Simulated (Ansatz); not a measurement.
Reaction (homolysis of the H–Si bond): `F[SiH2][SeH]` → H• + `F[SiH][SeH]`•

Calculated with Ansatz (gas phase, PBE0-D4/def2-TZVP geometries, no zero-point term in ΔE). CCSD(T)/CBS adds triple-zeta CCSD(T) − MP2 to the extrapolated MP2 energy (def2 sets, frozen cores). This one scheme is used for every species, atoms too. DFT in def2-TZVPP. No spin–orbit coupling; open shells (•) take unrestricted orbitals. Bonds to Se are less sure, by a few kJ/mol each and by 10 to 20 or more in all where they break to atoms, as the def2 sets lack core-valence functions. Scalar relativity is left out up to krypton. Each species was taken in one conformer, which may not be the lowest.

| level | ΔE (kJ/mol) |
| --- | --- |
| PBE0-D4 | 387.5 |
| PBE | 378.6 |
| CAM-B3LYP | 403.4 |
| HF/def2-SVP | 331.0 |

Q: What does CCSD(T)/CBS give? (Estimate.)

A: The calculation gave: +414.7 kJ/mol. The listed levels differ from it by -27.2, -36.1, -11.3, -83.7 kJ/mol.

Largest T1 diagnostic among the species: 0.013.

From BLYP to BHLYP (50 % exact exchange), in def2-TZVPP and without D4, ΔE moves by +18.6 kJ/mol. Leaving LDA and LC-ωPBE aside and taking each functional with its dispersion term where it has one, the values, not all of them listed here, spread over 35.1 kJ/mol, from revPBE-D4 to ωB97M-V. LDA lies +38.8 kJ/mol from PBE without D4, its usual overbinding. At CCSD(T), def2-SVP lies −18.2 kJ/mol from the extrapolated value and def2-TZVPP −7.1 kJ/mol: correlation converges slowly with the basis, and small sets miss more of it in the bonded molecule than in its fragments.
